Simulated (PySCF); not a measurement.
A structure optimised at PBE-D3(BJ)/def2-SVP, used in a PySCF frequency run:

```
Ge
F 1 1.7445
H 1 1.5391 2 108.88
Cl 1 2.1492 3 112.00 2 -118.23
Cl 1 2.1492 3 112.00 2 118.23
```

Task: Write its SMILES, formula and point group.

Result: [F][GeH]([Cl])[Cl], Cl2FGeH, Cs

Task: What are its rotational constants (standard atomic weights)?

Result: 3.7544, 2.1010, 1.5262 GHz
